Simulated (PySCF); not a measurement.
PySCF input (HF/6-311++G(2d,2p)):

```python
import numpy as np, basis_set_exchange as bse
from pyscf import gto, scf, dft, df
from pyscf.prop.polarizability import rhf as pol

basis = {'Al': gto.basis.parse(bse.get_basis('6-311++G(2d,2p)', elements=['Al'], fmt='nwchem')), 'Cl': gto.basis.parse(bse.get_basis('6-311++G(2d,2p)', elements=['Cl'], fmt='nwchem'))}
mol = gto.M(
    atom='''
    Al   -0.00000000   -0.00000000   -1.22411171
    Cl    0.00000000    0.00000000    0.93608542
    ''',
    basis=basis,
    charge=0,
    verbose=4,
    max_memory=2160,
)
mf = scf.RHF(mol)
mf = mf.density_fit(auxbasis=df.autoaux(mol))
mf.conv_tol = 1e-9
mf.max_cycle = 100
print('smallest overlap eigenvalue', np.linalg.eigvalsh(mol.intor('int1e_ovlp'))[0])
mf.kernel()
dip = mf.dip_moment()
p = pol.Polarizability(mf)
p.max_cycle_cphf = 60
alpha = p.polarizability()
print('polarisability/bohr^3', alpha.trace() / 3)
```

Output:

```
PySCF version 2.14.0

[INPUT] verbose = 4
[INPUT] num. atoms = 2
[INPUT] num. electrons = 30
[INPUT] charge = 0
[INPUT] spin (= nelec alpha-beta = 2S) = 0
[INPUT] symmetry False subgroup None
[INPUT] Mole.unit = angstrom
[INPUT] Symbol           X                Y                Z      unit          X                Y                Z       unit  Magmom
[INPUT]  1 Al     0.000000000000   0.000000000000  -1.224111710000 AA    0.000000000000   0.000000000000  -2.313235877773 Bohr   0.0
[INPUT]  2 Cl     0.000000000000   0.000000000000   0.936085420000 AA    0.000000000000   0.000000000000   1.768945072998 Bohr   0.0

nuclear repulsion = 54.1377275199509
number of shells = 30
number of NR pGTOs = 111
number of NR cGTOs = 70
basis = {'Al': [[0, [54866.489, 0.000839], [8211.7665, 0.006527], [1866.1761, 0.033666], [531.12934, 0.132902], [175.11797, 0.401266], [64.0055, 0.531338]], [0, [64.0055, 0.202305], [25.292507, 0.62479], [10.53491, 0.227439]], [0, [3.206711, 1.0]], [0, [1.152555, 1.0]], [0, [0.176678, 1.0]], [0, [0.065237, 1.0]], [0, [0.0318, 1.0]], [1, [259.28362, 0.009448], [61.07687, 0.070974], [19.303237, 0.295636], [7.010882, 0.728219]], [1, [2.673865, 0.644467], [1.036596, 0.417413]], [1, [0.316819, 1.0]], [1, [0.114257, 1.0]], [1, [0.0318, 1.0]], [1, [0.041397, 1.0]], [2, [0.65, 1.0]], [2, [0.1625, 1.0]]], 'Cl': [[0, [105819.0, 0.000738], [15872.0, 0.005718], [3619.65, 0.029495], [1030.8, 0.117286], [339.908, 0.362949], [124.538, 0.584149]], [0, [124.538, 0.134177], [49.5135, 0.62425], [20.8056, 0.291756]], [0, [6.58346, 1.0]], [0, [2.56468, 1.0]], [0, [0.559763, 1.0]], [0, [0.183273, 1.0]], [0, [0.0483, 1.0]], [1, [589.776, 0.002391], [139.849, 0.018504], [45.1413, 0.081377], [16.8733, 0.221552], [6.7411, 0.772569]], [1, [6.7411, -1.572244], [2.77152, 0.992389]], [1, [1.02387, 1.0]], [1, [0.381368, 1.0]], [1, [0.109437, 1.0]], [1, [0.0483, 1.0]], [2, [1.5, 1.0]], [2, [0.375, 1.0]]]}
ecp = {}
ETB for Al: l = 0, exps = 0.0636 * 1.8^n , n = 0..20
ETB for Al: l = 1, exps = 0.0636 * 1.8^n , n = 0..17
ETB for Al: l = 2, exps = 0.0636 * 1.8^n , n = 0..16
ETB for Al: l = 3, exps = 0.1943 * 2.2^n , n = 0..6
ETB for Cl: l = 0, exps = 0.0966 * 1.8^n , n = 0..20
ETB for Cl: l = 1, exps = 0.0966 * 1.8^n , n = 0..17
ETB for Cl: l = 2, exps = 0.0966 * 1.8^n , n = 0..16
ETB for Cl: l = 3, exps = 0.4233 * 2.2^n , n = 0..5
smallest overlap eigenvalue 0.002852191832128157

******** <class 'pyscf.df.df_jk.DFRHF'> ********
method = DFRHF
initial guess = minao
damping factor = 0
level_shift factor = 0
DIIS = <class 'pyscf.scf.diis.CDIIS'>
diis_start_cycle = 1
diis_space = 8
diis_damp = 0
SCF conv_tol = 1e-09
SCF conv_tol_grad = None
SCF max_cycles = 100
direct_scf = False
Set gradient conv threshold to 3.16228e-05
Initial guess from minao.
******** <class 'pyscf.df.df.DF'> ********
auxbasis = {'Al': [[0, [np.float64(8107.87823362791), 1]], [0, [np.float64(4504.37679645995), 1]], [0, [np.float64(2502.431553588861), 1]], [0, [np.float64(1390.2397519938118), 1]], [0, [np.float64(772.3554177743397), 1]], [0, [np.float64(429.08634320796654), 1]], [0, [np.float64(238.38130178220365), 1]], [0, [np.float64(132.43405654566868), 1]], [0, [np.float64(73.57447585870483), 1]], [0, [np.float64(40.87470881039156), 1]], [0, [np.float64(22.708171561328648), 1]], [0, [np.float64(12.615650867404804), 1]], [0, [np.float64(7.008694926336002), 1]], [0, [np.float64(3.893719403520001), 1]], [0, [np.float64(2.1631774464), 1]], [0, [np.float64(1.2017652480000003), 1]], [0, [np.float64(0.66764736), 1]], [0, [np.float64(0.37091520000000006), 1]], [0, [np.float64(0.20606400000000002), 1]], [0, [np.float64(0.11448000000000001), 1]], [0, [np.float64(0.0636), 1]], [1, [np.float64(1390.2397519938118), 1]], [1, [np.float64(772.3554177743397), 1]], [1, [np.float64(429.08634320796654), 1]], [1, [np.float64(238.38130178220365), 1]], [1, [np.float64(132.43405654566868), 1]], [1, [np.float64(73.57447585870483), 1]], [1, [np.float64(40.87470881039156), 1]], [1, [np.float64(22.708171561328648), 1]], [1, [np.float64(12.615650867404804), 1]], [1, [np.float64(7.008694926336002), 1]], [1, [np.float64(3.893719403520001), 1]], [1, [np.float64(2.1631774464), 1]], [1, [np.float64(1.2017652480000003), 1]], [1, [np.float64(0.66764736), 1]], [1, [np.float64(0.37091520000000006), 1]], [1, [np.float64(0.20606400000000002), 1]], [1, [np.float64(0.11448000000000001), 1]], [1, [np.float64(0.0636), 1]], [2, [np.float64(772.3554177743397), 1]], [2, [np.float64(429.08634320796654), 1]], [2, [np.float64(238.38130178220365), 1]], [2, [np.float64(132.43405654566868), 1]], [2, [np.float64(73.57447585870483), 1]], [2, [np.float64(40.87470881039156), 1]], [2, [np.float64(22.708171561328648), 1]], [2, [np.float64(12.615650867404804), 1]], [2, [np.float64(7.008694926336002), 1]], [2, [np.float64(3.893719403520001), 1]], [2, [np.float64(2.1631774464), 1]], [2, [np.float64(1.2017652480000003), 1]], [2, [np.float64(0.66764736), 1]], [2, [np.float64(0.37091520000000006), 1]], [2, [np.float64(0.20606400000000002), 1]], [2, [np.float64(0.11448000000000001), 1]], [2, [np.float64(0.0636), 1]], [3, [np.float64(22.02971534720001), 1]], [3, [np.float64(10.013506976000004), 1]], [3, [np.float64(4.551594080000001), 1]], [3, [np.float64(2.068906400000001), 1]], [3, [np.float64(0.9404120000000001), 1]], [3, [np.float64(0.42746000000000006), 1]], [3, [np.float64(0.1943), 1]]], 'Cl': [[0, [np.float64(12314.796185038618), 1]], [0, [np.float64(6841.553436132566), 1]], [0, [np.float64(3800.863020073647), 1]], [0, [np.float64(2111.5905667075817), 1]], [0, [np.float64(1173.105870393101), 1]], [0, [np.float64(651.7254835517227), 1]], [0, [np.float64(362.0697130842904), 1]], [0, [np.float64(201.14984060238356), 1]], [0, [np.float64(111.74991144576865), 1]], [0, [np.float64(62.083284136538126), 1]], [0, [np.float64(34.490713409187855), 1]], [0, [np.float64(19.161507449548804), 1]], [0, [np.float64(10.645281916416003), 1]], [0, [np.float64(5.914045509120001), 1]], [0, [np.float64(3.2855808384000005), 1]], [0, [np.float64(1.8253226880000004), 1]], [0, [np.float64(1.01406816), 1]], [0, [np.float64(0.5633712000000001), 1]], [0, [np.float64(0.31298400000000004), 1]], [0, [np.float64(0.17388), 1]], [0, [np.float64(0.0966), 1]], [1, [np.float64(2111.5905667075817), 1]], [1, [np.float64(1173.105870393101), 1]], [1, [np.float64(651.7254835517227), 1]], [1, [np.float64(362.0697130842904), 1]], [1, [np.float64(201.14984060238356), 1]], [1, [np.float64(111.74991144576865), 1]], [1, [np.float64(62.083284136538126), 1]], [1, [np.float64(34.490713409187855), 1]], [1, [np.float64(19.161507449548804), 1]], [1, [np.float64(10.645281916416003), 1]], [1, [np.float64(5.914045509120001), 1]], [1, [np.float64(3.2855808384000005), 1]], [1, [np.float64(1.8253226880000004), 1]], [1, [np.float64(1.01406816), 1]], [1, [np.float64(0.5633712000000001), 1]], [1, [np.float64(0.31298400000000004), 1]], [1, [np.float64(0.17388), 1]], [1, [np.float64(0.0966), 1]], [2, [np.float64(1173.105870393101), 1]], [2, [np.float64(651.7254835517227), 1]], [2, [np.float64(362.0697130842904), 1]], [2, [np.float64(201.14984060238356), 1]], [2, [np.float64(111.74991144576865), 1]], [2, [np.float64(62.083284136538126), 1]], [2, [np.float64(34.490713409187855), 1]], [2, [np.float64(19.161507449548804), 1]], [2, [np.float64(10.645281916416003), 1]], [2, [np.float64(5.914045509120001), 1]], [2, [np.float64(3.2855808384000005), 1]], [2, [np.float64(1.8253226880000004), 1]], [2, [np.float64(1.01406816), 1]], [2, [np.float64(0.5633712000000001), 1]], [2, [np.float64(0.31298400000000004), 1]], [2, [np.float64(0.17388), 1]], [2, [np.float64(0.0966), 1]], [3, [np.float64(21.815324256000007), 1]], [3, [np.float64(9.916056480000004), 1]], [3, [np.float64(4.507298400000002), 1]], [3, [np.float64(2.0487720000000005), 1]], [3, [np.float64(0.9312600000000001), 1]], [3, [np.float64(0.4233), 1]]]}
init E= -701.371189382539
  HOMO = -0.254987965139151  LUMO = 0.0114211272612219  gap/eV = 7.24936
cycle= 1 E= -701.466106645336  delta_E= -0.0949  |g|= 0.262  |ddm|= 1.11
  HOMO = -0.341182619285519  LUMO = 0.00770143462101169  gap/eV = 9.49362
cycle= 2 E= -701.490987875414  delta_E= -0.0249  |g|= 0.132  |ddm|= 0.596
  HOMO = -0.337059347057632  LUMO = 0.0186778564696675  gap/eV = 9.68010
cycle= 3 E= -701.495127367227  delta_E= -0.00414  |g|= 0.0197  |ddm|= 0.129
  HOMO = -0.333985635634747  LUMO = 0.021619767730304  gap/eV = 9.67652
cycle= 4 E= -701.495427116321  delta_E= -0.0003  |g|= 0.00588  |ddm|= 0.069
  HOMO = -0.333848541997071  LUMO = 0.0216216919886524  gap/eV = 9.67284
cycle= 5 E= -701.495455188726  delta_E= -2.81e-05  |g|= 0.0011  |ddm|= 0.024
  HOMO = -0.333836879671793  LUMO = 0.0215518525234763  gap/eV = 9.67062
cycle= 6 E= -701.495456429155  delta_E= -1.24e-06  |g|= 0.000387  |ddm|= 0.00391
  HOMO = -0.3338396210452  LUMO = 0.0215260632586704  gap/eV = 9.66999
cycle= 7 E= -701.49545658764  delta_E= -1.58e-07  |g|= 9.73e-05  |ddm|= 0.00137
  HOMO = -0.333819575713576  LUMO = 0.0215319704280505  gap/eV = 9.66961
cycle= 8 E= -701.495456594654  delta_E= -7.01e-09  |g|= 1.46e-05  |ddm|= 0.000279
  HOMO = -0.333819426619172  LUMO = 0.0215317485199606  gap/eV = 9.66960
cycle= 9 E= -701.495456594815  delta_E= -1.61e-10  |g|= 3.13e-06  |ddm|= 4.99e-05
  HOMO = -0.33381948398565  LUMO = 0.0215318045834283  gap/eV = 9.66960
Extra cycle  E= -701.495456594822  delta_E= -7.62e-12  |g|= 1.16e-06  |ddm|= 9.33e-06
converged SCF energy = -701.495456594822
Dipole moment(X, Y, Z, Debye): -0.00000, -0.00000, -1.75812
Isotropic polarizability 50.5034304626
Polarizability anisotropy 11.731827713
polarisability/bohr^3 50.50343046257118
```
